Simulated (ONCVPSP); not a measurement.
**Configuration tests for manganese (Mn) (ONCV)**

Mn (Z = 25), optimised norm-conserving Vanderbilt (ONCV), made with ONCVPSP 4.0.1 (LDA (Perdew-Wang 92), non-relativistic). Core [Ne] 3s2, reference 3p6 3d5 4s2. Waves: 4s: rc 2.60 bohr, ncon 3, nbas 7, qcut 2 1/bohr, 1 projector; 3p: rc 0.85 bohr, ncon 5, nbas 9, qcut 8.3 1/bohr, 2 projectors, debl 2.4 Ha; 3d: rc 1.50 bohr, ncon 3, nbas 7, qcut 11.3 1/bohr, 2 projectors, debl 3.6 Ha. Local part: polynomial inside 0.80 bohr (lpopt 5, dvloc0 0 Ha). Core correction: Teter function, fcfact 2.25, rcfact 1.25.

Energies are relative to the spin-unpolarised reference configuration 3p6 3d5 4s2; without spin polarisation the order of configurations can differ from experiment.

| valence configuration | charge | ΔE all-electron (eV) | error AE − PS (meV) |
| --- | --- | --- | --- |
| 3p6 3d5 4s0 | +2 | 24.218 | -46 |
| 3p6 3d4 4s0 | +3 | 57.231 | -121 |
| 3p5 3d5 4s2 | +1 | 61.633 | +135 |

What are ΔE and the potential's error for 3p6 3d5 4s1?

ΔE = 8.534 eV all-electron; the error (AE − PS) is 0.0 meV.

Note: ghosts flagged at negative energy: s at -201.7 eV; no localised positive-energy state flagged. A true bound ghost makes a file unfit for plane-wave use.
